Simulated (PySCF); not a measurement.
Identify the compound

Molecular formula: C$_{5}$H$_{10}$N$_{2}$. Simulated spectra:

¹H NMR (600 MHz, computed): δ 6.48 (m, 1H), 6.45 (m, 1H), 6.39 (dd, J = 7.5, 1.5 Hz, 1H), 2.42 (oct, J = 7.7 Hz, 1H), 0.96 (d, J = 7.7 Hz, 6H).

¹³C{¹H} NMR (computed): δ 152.4 (CH), 133.4 (CH2), 30.8 (CH), 22.0 (CH3, 2C).

- GIAO B97-2/pcSseg-1 shieldings
- J: B3LYP/pcJ-1 (spin–dipole term only in couplings to heteroatoms)
- geometry: PBE0-D3(BJ)/def2-SVP
- code: PySCF 2.14
- one conformer, gas phase, no relativistic terms, rapidly exchanging positions averaged

References, each an isolated molecule treated in the same way: ¹H (σref 31.38), ¹³C (σref 183.69) vs TMS.

Task: Deduce the structure.

Result: 
1. The formula gives 2 degrees of unsaturation (no ring in the answer).
2. 4 carbon signals for 5 carbons: some carbons are equivalent by symmetry or fast rotation.
3. Carbon types of the structure: 2 × CH, 1 × CH2, 2 × CH3, which accounts for all hydrogens.
4. δC 152.4, 133.4: C=N carbon.
5. δC 30.8: sp3 CH; aliphatic region, no heteroatom directly attached.
6. δC 22.0: methyl carbon; a saturated carbon with 1 carbon neighbour and no heteroatom attached.
7. δH 6.48, 6.45, 6.39: hydrogen on a C=N carbon.
8. δH 2.42: hydrogen on an sp3 CH.
9. δH 0.96: hydrogen on a methyl carbon.
10. The protons at 2.42 and 0.96 share a coupling of 7.7 Hz (vicinal).

These data were computed for SMILES C=N/N=C\C(C)C.

The data come from this structure; uniqueness wasn't tested.

Splittings below 1 Hz are ignored in the labels, and close J values are merged. Unscaled 3J(H,H) at this level run about 10 % above measured values. Shifts are as computed. Against solution values, carbons near 30 ppm lie about +1 ppm off and those near 130 ppm about +2 ppm (rms about the fit 1.9 ppm; single classes can miss by 10 ppm). Of 1328 compounds with measured shifts, 309 miss one by over three times the rms of a fit or turn the order of signals round; such compounds aren't used in these exercises. Signals without a measured value on file couldn't be tested in this way. Couplings across =CH–CH2 type bonds come from one rotamer and its mirror image, and can be 1–2 Hz further off. Only one conformer was computed, so three-bond couplings in flexible chains and rings are approximate.
